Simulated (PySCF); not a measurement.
Compound: C8H6 (charge +1 and doublet state).
Numbering: `[CH:1]#[C:2][C+:3]1[CH:4][CH:5]=[CH:6][CH:7]=[CH:8]1` (hydrogens: H9 on C1; H10 on C4; H11 on C5; H12 on C6; H13 on C7; H14 on C8)

Structure used (GFN2-xTB), in Å, numbered top down from 1:
```
atom  x, y, z in Å
C1     2.6395   -0.8070    1.8608
C2     1.6774   -0.5176    1.1747
C3     0.5773   -0.1800    0.3988
C4     0.1920   -1.0078   -0.6960
C5    -0.8975   -0.6614   -1.4522
C6    -1.6271    0.5009   -1.1451
C7    -1.2561    1.3229   -0.0662
C8    -0.1690    0.9965    0.7017
H9     3.4747   -1.0595    2.4563
H10    0.7667   -1.8962   -0.9110
H11   -1.2004   -1.2785   -2.2848
H12   -2.4848    0.7661   -1.7466
H13   -1.8309    2.2102    0.1530
H14    0.1376    1.6111    1.5345
```

Computed, not measured: PySCF, UKS B3LYP, pcH-1 on C H, non-relativistic, mean-field spin-orbit, GIAO. Geometry: GFN2-xTB; no solvent, vibrations or thermal averaging. A GFN2-xTB geometry isn't a minimum of the functional, and hyperfine couplings can be far from their values at a DFT geometry, by a factor of two or more for some ions and for spin on atoms past the first row. The SCF solution wasn't tested for stability.

Mulliken spin populations: C1 +0.424, C2 -0.049, C3 +0.249, C4 +0.078, C5 -0.039, C6 +0.334, C7 -0.040, C8 +0.080, H9 -0.016, H10 -0.004, H11 0.000, H12 -0.013, H13 0.000, H14 -0.004. Main spin sites, with 60 % or more of the largest population: C1, C6; positions count bonds from the nearest.

(1) Give the computed dipolar 1H tensors of H10, H11, H13, H14.

(2) Estimate them with point dipoles: put each population ρk at its nucleus, leave out the nucleus itself and the atom bound to it, and sum T = Σ [ρk/(2S)]·C·(3 n nᵀ − 1)/r³ with C = μ0 gₑ μB g_N μN/(4π h) = 79.06 MHz Å³.

Answers

(1) 
```json
{"atom": "H10", "position": "3 bonds from C6", "distance from C1 (Å)": "3.52", "T1 (MHz)": "-3.74", "T2": "-2.38", "T3": "6.12"}
{"atom": "H11", "position": "2 bonds from C6", "distance from C1 (Å)": "5.67", "T1 (MHz)": "-2.23", "T2": "-1.39", "T3": "3.62"}
{"atom": "H13", "position": "2 bonds from C6", "distance from C1 (Å)": "5.66", "T1 (MHz)": "-2.24", "T2": "-1.34", "T3": "3.58"}
{"atom": "H14", "position": "3 bonds from C6", "distance from C1 (Å)": "3.49", "T1 (MHz)": "-3.76", "T2": "-2.39", "T3": "6.15"}
```

(2) 
```
atom  T1 (MHz)     T2    T3  T3, computed  difference in T3 (%)
 H10     -2.93  -1.39  4.32          6.12                   -29
 H11     -3.85  -1.30  5.15          3.62                   +42
 H13     -3.87  -1.29  5.15          3.58                   +44
 H14     -2.93  -1.38  4.32          6.15                   -30
```

The SMILES draws the unpaired electron on C4; the largest computed Mulliken spin population is on C1 (0.42 against 0.08).
